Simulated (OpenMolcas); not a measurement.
Ta4+ in a point-charge field

Ta4+ among 6 point charges of -1.7 e arranged as a trigonal prism (D3h), 2.01 Å from the ion, with a polar angle of 55.5° against the regular 49.1°.
```
   1.6562    0.0000    1.1390  -1.70
  -0.8281    1.4343    1.1390  -1.70
  -0.8281   -1.4343    1.1390  -1.70
   1.6562    0.0000   -1.1390  -1.70
  -0.8281    1.4343   -1.1390  -1.70
  -0.8281   -1.4343   -1.1390  -1.70
```

- Program: OpenMolcas
- Method: CASSCF
- Basis: ANO-RCC-VDZP [7s6p4d2f1g]
- Scalar Hamiltonian: DKH2, point nucleus
- Active space: 1 electron in 5 orbitals (5d)
- State averaging: 2S+1 = 2 even, 5 roots
- Spin-orbit coupling: RASSI with atomic mean-field integrals over the reference wave functions

The lowest spin-free states (labels of D3, the rotations of D3h), above the lowest:

```
State  Degeneracy  E (cm-1)  Free-ion L (%)
  2A1           1       0.0         D (100)
   2E           2      4153         D (100)
   2E           2     12377         D (100)
```

The lowest levels with spin-orbit coupling:

```json
{"E (cm-1)": "0.0", "Degeneracy": "2", "Label": "E1/2", "2S+1": "2", "g": "0.50 0.50 1.84"}
{"E (cm-1)": "2148", "Degeneracy": "2", "Label": "E3/2", "2S+1": "2", "g": "0.00 0.00 1.82"}
{"E (cm-1)": "7634", "Degeneracy": "2", "Label": "", "2S+1": "2", "g": "0.00 0.00 5.71"}
{"E (cm-1)": "12907", "Degeneracy": "2", "Label": "E1/2", "2S+1": "2", "g": "0.16 1.50 1.50"}
{"E (cm-1)": "15647", "Degeneracy": "2", "Label": "E3/2", "2S+1": "2", "g": "0.00 0.00 3.89"}
```

Powder χT (cm3 K/mol): 0.122 at 2 K, 0.122 at 10 K, 0.126 at 50 K, 0.131 at 100 K, 0.14 at 200 K, 0.15 at 300 K. The effective moment at 300 K is 2.828 √(χT) = 1.10 μB.

The lowest level has 2S+1 = 2, for which the spin-only value is χT = S(S+1) / 2 = 0.375 cm3 K/mol (g = 2). The computed 0.150 at 300 K differs by -0.225, through orbital momentum, spin-orbit coupling and any other state in reach.

This is an electrostatic model: the charges have no orbitals. No measured value stands beside these numbers.
